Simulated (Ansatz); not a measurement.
`[OH][Ga]([OH])[SeH]`, charge 0, multiplicity 1.

Give a relaxed structure at PBE0-D4/def2-TZVP (Ansatz 0.2.0). (Best estimate.)

Ansatz gave: 
```xyz
7

O    -1.128   -0.467   -1.016
Ga    0.014   -0.084    0.297
O    -0.336   -0.822    1.873
Se    1.881    1.267    0.135
H    -0.924   -0.064   -1.861
H    -1.126   -1.367    1.856
H     1.618    1.536   -1.285
```
Point group Cs.
